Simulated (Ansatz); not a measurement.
Relaxation of F₃H₆O₂SiTa (13 atoms, charge 0, multiplicity 1), to a largest force component of 0.03 eV/Å in at most 50 steps.

These are results of Ansatz, RHF/def2-SVP, not measurements.

```xyz
13
Properties=species:S:1:pos:R:3
Ta -0.704 0.340 0.446
F 2.326 -0.391 0.124
O -1.237 0.129 2.233
H -1.343 0.163 3.161
F 0.127 0.929 -1.182
F -2.311 1.147 -0.091
O -0.310 -1.465 0.087
H 0.450 -1.940 -0.197
Si 1.029 1.972 1.474
H 1.609 1.520 2.766
H 2.153 2.255 0.537
H 0.311 3.258 1.704
H 2.496 0.461 -0.166
```

**Question.** Where does it end, and by what steps?

**Answer.** The run converged. The force dipped under the threshold on the way, but the program's further checks kept it going. After 21 steps the energy has fallen by 0.455 eV; F2 moved furthest, 1.90 Å.

```csv
step,energy less start (eV),largest force component (eV/Å),accepted
0,0.0000,0.819,yes
1,-0.0425,1.226,yes
2,-0.1095,0.940,yes
3,-0.0852,1.872,no
4,-0.1339,0.698,yes
5,-0.1556,0.575,yes
6,-0.1893,0.433,yes
7,-0.2298,0.592,yes
8,-0.2322,1.664,yes
9,-0.3157,0.651,yes
10,-0.3563,0.222,yes
11,-0.3740,0.431,yes
12,-0.3983,0.652,yes
13,-0.4236,0.191,yes
14,-0.4369,0.134,yes
15,-0.4395,0.511,yes
16,-0.4495,0.185,yes
17,-0.4499,0.265,yes
18,-0.4532,0.076,yes
19,-0.4530,0.150,no
20,-0.4544,0.026,yes
21,-0.4548,0.020,yes
```

```xyz
13
Properties=species:S:1:pos:R:3
Ta -0.458 0.412 0.647
F 2.076 -1.250 -1.548
O -1.517 0.212 2.169
H -2.025 0.183 2.959
F 0.667 0.822 -0.888
F -1.877 1.061 -0.409
O 0.458 -1.216 0.780
H 1.051 -1.661 0.181
Si 0.945 2.290 1.953
H 1.288 1.784 3.305
H 2.180 2.662 1.227
H 0.068 3.481 2.091
H 1.739 -0.402 -1.574
```

Whether the end is a true minimum wasn't checked by a vibrational analysis.

Time of the run: 90 s on 4 threads of Intel(R) Xeon(R) Platinum 8259CL CPU @ 2.50GHz (Skylake/Cascade Lake), on a shared host, peak memory 0.46 GiB.
